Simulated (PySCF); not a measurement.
A geometry optimisation on `C1COC[C@H]([SiH2]1)C#N`.

Method: PBE0-D3(BJ)/def2-SVP geometry optimisation, gas phase (PySCF 2.14.0). Start geometry: GFN2-xTB. The input is one job of a driver script: a line of settings, then coordinates in Å.

Command:
```bash
OMP_NUM_THREADS=1 python probes_run.py task.json out
```

Input:
```
{"job": {"xc": "PBE0", "basis": "def2-SVP", "d3": "d3bj", "grid": 1, "shake": 0.01, "kind": "geom"}, "charge": 0, "multiplicity": 1}
N      3.664520     0.400870    -0.303500
C      2.566340     0.307020     0.075750
C      1.201510     0.172560     0.510170
C      0.746640    -1.254740     0.256460
O     -0.613500    -1.461020     0.666680
C     -1.589750    -0.848130    -0.145750
C     -1.630610     0.669750    -0.006830
Si     0.082090     1.425610    -0.388350
H      1.190420     0.366330     1.616650
H      1.304120    -1.978830     0.842880
H      0.810100    -1.498040    -0.801290
H     -2.526540    -1.298710     0.180850
H     -1.435850    -1.117360    -1.204170
H     -2.426400     1.058910    -0.667330
H     -1.950560     0.904720     1.011490
H      0.349560     1.394430    -1.813850
H      0.241410     2.768470     0.180300
```

What does the run print?

```
step   0  E = -614.57434210  max force = 0.044405
step   1  E = -614.57776882  max force = 0.024377
step   2  E = -614.57915502  max force = 0.004343
step   3  E = -614.57961483  max force = 0.003893
step   4  E = -614.57974508  max force = 0.001703
step   5  E = -614.57976312  max force = 0.000620
step   6  E = -614.57977145  max force = 0.000438
optimisation converged
```

Energies in Eh; «max force» is the largest Cartesian gradient component in Eh/bohr.

Give the first gradient maximum in eV/Å.

With 1 Eh/bohr = 51.422 eV/Å, 2.283 eV/Å.

How much energy does the optimisation release, in kJ/mol?

E(step 0) − E(last step) = 0.005429 Eh, which is 14.3 kJ/mol.

Main results: final energy -614.57977 Eh after 6 steps; dipole 4.28 D.

Give the final coordinates.

0.031 Å rms from the input after alignment:
```
atom  x, y, z in Å
N1     3.5350    0.8170   -0.8387
C2     2.5333    0.5856   -0.3040
C3     1.2651    0.2821    0.3237
C4     0.8616   -1.1999    0.1267
O5    -0.3533   -1.5046    0.7384
C6    -1.4982   -1.0163    0.0836
C7    -1.6858    0.4921    0.2528
Si8   -0.1440    1.4030   -0.3306
H9     1.3563    0.4703    1.4079
H10    1.6217   -1.8515    0.5830
H11    0.8339   -1.4312   -0.9578
H12   -2.3499   -1.5623    0.5171
H13   -1.4574   -1.2780   -0.9940
H14   -2.5760    0.8311   -0.3018
H15   -1.8597    0.7225    1.3172
H16   -0.0630    1.4294   -1.8218
H17   -0.0184    2.7844    0.2165
```

Hardware: Intel Xeon at 2.50 GHz, one thread, shared host. Cost: 3.6 min wall, 3.2 min CPU, 0.68 GiB resident at most.
Labels such as C1 count atoms from 1, the log's own numbers from 0.
